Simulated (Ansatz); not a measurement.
Geometry optimisation, RKS PBE0/def2-SVP in Ansatz.

input.yaml

```yaml
crystal:
  periodic: [false, false, false]
  atoms:
    - { symbol: B, position_ang: [-0.006349, 0.258563, 0.146741] }
    - { symbol: Cl, position_ang: [-0.02008, 0.658354, 1.916471] }
    - { symbol: F, position_ang: [1.128991, 0.184857, -0.494148] }
    - { symbol: F, position_ang: [-1.135552, 0.135489, -0.497257] }
    - { symbol: H, position_ang: [0.104956, -2.1065, 0.503821] }
    - { symbol: H, position_ang: [0.045834, -1.801362, 1.150672] }
basis:
  gaussian: { orbitals: def2-SVP }
hamiltonian:
  xc: pbe0
relax:
  f_tol: 0.03
  max_steps: 50
```

Command:

```bash
$ ansatz run input.yaml --threads 1 --pin off --max-ram 2048MiB --backend cpu --events-out ev --progress --plain --runs-dir out
```

Q: Where does it end, and by what steps?

A: The run converged. After 11 steps the energy has fallen by 0.166 eV; H6 moved furthest, 0.47 Å.

```
step  energy less start (eV)  largest force component (eV/Å)  accepted
   0                  0.0000                           1.609       yes
   1                 -0.1100                           0.939       yes
   2                  0.0114                           1.780        no
   3                 -0.0938                           0.969        no
   4                 -0.1408                           0.394       yes
   5                 -0.1551                           0.320       yes
   6                 -0.1638                           0.159       yes
   7                 -0.1649                           0.093       yes
   8                 -0.1654                           0.064       yes
   9                 -0.1656                           0.065       yes
  10                 -0.1658                           0.044       yes
  11                 -0.1658                           0.001       yes
```

```xyz
6
Properties=species:S:1:pos:R:3
B -0.014 0.496 0.147
Cl -0.030 0.961 1.828
F 1.121 0.353 -0.492
F -1.138 0.299 -0.497
H 0.116 -2.515 0.512
H 0.064 -2.265 1.228
```

Whether the end is a true minimum wasn't checked by a vibrational analysis.

Time of the run: 23 s on 1 thread of Arm Neoverse V2 (shared host), peak memory 0.13 GiB.
